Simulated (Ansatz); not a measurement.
Frontier orbitals of CH7FSi2 (`C[SiH](F)[SiH3]`).

Cartesian coordinates in Å:
```
C -1.2412 1.1346 -0.4227
Si 0.0295 0.4162 0.7295
F -0.7127 -0.0866 2.0676
Si 1.1679 -1.4046 -0.2152
H -1.9734 0.3828 -0.7253
H -0.7554 1.5190 -1.3240
H -1.7722 1.9609 0.0562
H 0.9970 1.4694 1.1449
H 0.2116 -2.4740 -0.6120
H 2.1596 -1.9737 0.7357
H 1.8893 -0.9440 -1.4346
```

Total charge 0; spin multiplicity 1. The geometry is a stationary point of PBE0-D4/def2-TZVP. Basis def2-TZVPP, Ansatz.

| functional | HOMO (eV) | LUMO (eV) | gap (eV) |
| --- | --- | --- | --- |
| PBE | -6.89 | -1.09 | 5.80 |
| r2SCAN | -7.16 | -0.78 | 6.38 |
| PBE0 | -8.07 | -0.22 | 7.85 |
| B3LYP | -7.89 | -0.39 | 7.50 |
| r2SCANh | -7.59 | -0.48 | 7.11 |
| r2SCAN0 | -8.25 | -0.04 | 8.21 |
| HSE06 (plane-wave form) | -7.68 | -0.59 | 7.09 |
| CAM-B3LYP | -9.39 | 0.86 | 10.25 |
| ωB97M-V | -10.13 | 1.56 | 11.69 |

A quarter of exact exchange (PBE0) shifts PBE's HOMO by −1.19 eV and its LUMO by +0.87 eV; full exchange at long range (ωB97M-V) shifts them by −3.24 and +2.65 eV. The gap opens from 5.80 to 11.69 eV, since occupied levels lose self-interaction and empty ones feel all the electrons. A positive LUMO is unbound and depends on the basis.

B3LYP here is the variant with VWN-RPA as its local correlation; programs differ in this.
